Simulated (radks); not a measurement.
The numbers below are computed, except where a source is named.
Coulomb parameter of the 4f shell of the neodymium ion Nd3+ in the model configuration [Xe] 4f2 5d1, as a second difference U = [E(n + 1) + E(n - 1) - 2 E(n)] / (1)^2 with all orbitals relaxed. "Bare": the charge of the atom changes with n. "Screened": the 5d shell takes up the change at fixed total charge, which measures U(4f,4f) + U(5d,5d) - 2 U(4f,5d). Code: a radial shooting solver on a logarithmic mesh with Libxc functionals. Model: scalar-relativistic Kohn-Sham, PBE, spin-unpolarised, spherical densities, finite nucleus; Fermi nuclear charge, rms radius 4.9123 fm.

case         configuration  E - E(n) (eV)
start         [Xe] 4f2 5d1          0.000
bare +1       [Xe] 4f3 5d1        -28.618
bare -1       [Xe] 4f1 5d1         47.401
screened +1       [Xe] 4f3         -9.120
screened -1   [Xe] 4f1 5d2         14.470

U(bare) = 18.783 eV, U(screened by 5d) = 5.350 eV, against the Slater integral F0(4f,4f) = 27.568 eV with frozen orbitals.
